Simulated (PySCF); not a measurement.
BeH₃NS. Atoms are numbered in the order given.

```xyz
6

Be     0.0087     0.6000     0.0000
N     -0.0074     2.0984     0.0000
H     -0.0074     2.6768    -0.8251
H     -0.0074     2.6768     0.8251
S      0.0806    -1.3123     0.0000
H     -1.2580    -1.4461     0.0000
```

Geometry: B3LYP-D3(BJ)/def2-TZVP. The values are those of a single conformer.

Calculation: HF/def2-TZVPD run with PySCF.

Symmetry labels are those of the subgroup Cs that the program uses (full group Cs).

Computed valence orbital energies around the gap with their symmetry:
```csv
orbital,symmetry,energy (eV)
HOMO−7,A',-30.25
HOMO−6,A',-25.64
HOMO−5,A",-17.46
HOMO−4,A',-15.84
HOMO−3,A',-14.63
HOMO−2,A',-11.98
HOMO−1,A',-10.97
HOMO,A",-10.19
LUMO,A',1.07
LUMO+1,A',1.51
LUMO+2,A",1.63
LUMO+3,A',1.72
```
